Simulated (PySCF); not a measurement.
Numbering as in the mapped SMILES `[O:1]=[CH:2][Si@@H:3]1[CH2:4][C@H:5]1[Cl:6]`; H(Xn) means a hydrogen on atom n. Ha(C4) is cis to C2 on the ring; Hb(C4) is trans to C2 on the ring.

Geometry: PBE0-D3(BJ)/def2-SVP; GIAO shifts from PySCF, gas phase, non-relativistic, averaged over equivalent atoms.

At OPBE/pcSseg-2 (300 basis functions, 66 s wall time on 1 thread of an Arm Neoverse V1, shared host):
| atoms | δ (ppm) |
| --- | --- |
| O1 | 835.4 |
| C2 | 236.4 |
| C5 | 43.4 |
| C4 | 18.2 |
| Si3 | -121.6 |
| Cl6 | 149.8 |
| H(C2) | 12.52 |
| H(C5) | 3.77 |
| H(Si3) | 3.63 |
| Ha(C4) | 1.97 |
| Hb(C4) | 1.40 |

Shifts are taken against calculated references (same method and geometry level): ¹⁷O (σ = 329.21 ppm) against H2O; ¹³C (σ = 184.41 ppm), ²⁹Si (σ = 355.55 ppm), ¹H (σ = 31.20 ppm) against TMS; ³⁵Cl (σ = 944.38 ppm) vs HCl.

Question: Predict the values at CAM-B3LYP/pcSseg-2 on the same geometry.

Answer: 
| atoms | δ at CAM-B3LYP/pcSseg-2 | change |
| --- | --- | --- |
| O1 | 917.9 | +82.5 |
| C2 | 253.3 | +16.9 |
| C5 | 34.4 | -9.0 |
| C4 | 13.3 | -4.9 |
| Si3 | -127.3 | -5.7 |
| Cl6 | 121.5 | -28.3 |
| H(C2) | 12.08 | -0.44 |
| H(C5) | 3.32 | -0.45 |
| H(Si3) | 3.65 | +0.02 |
| Ha(C4) | 1.72 | -0.25 |
| Hb(C4) | 1.05 | -0.35 |

Referencing at the same level of theory: H2O for ¹⁷O (σref 329.76); ¹³C (σref 182.55), ²⁹Si (σref 328.96), ¹H (σref 31.34) vs TMS; ³⁵Cl (σref 934.42) vs HCl.

The largest change is at O1 (carbonyl oxygen). Cost: 300 basis functions, 70 s wall time on 1 thread of an Arm Neoverse V1, shared host. The order of the carbon signals is the same at both levels.

Carbons that carry Cl, above all several Cl atoms, come out too deshielded, partly because spin–orbit coupling is missing. Unscaled 17O shifts of doubly bonded oxygen tend to come out too high, by tens of ppm or more. Experimental scales use liquid or dissolved standards, which lie at an offset from isolated H2O (liquid H2O: subtract about 36 ppm).
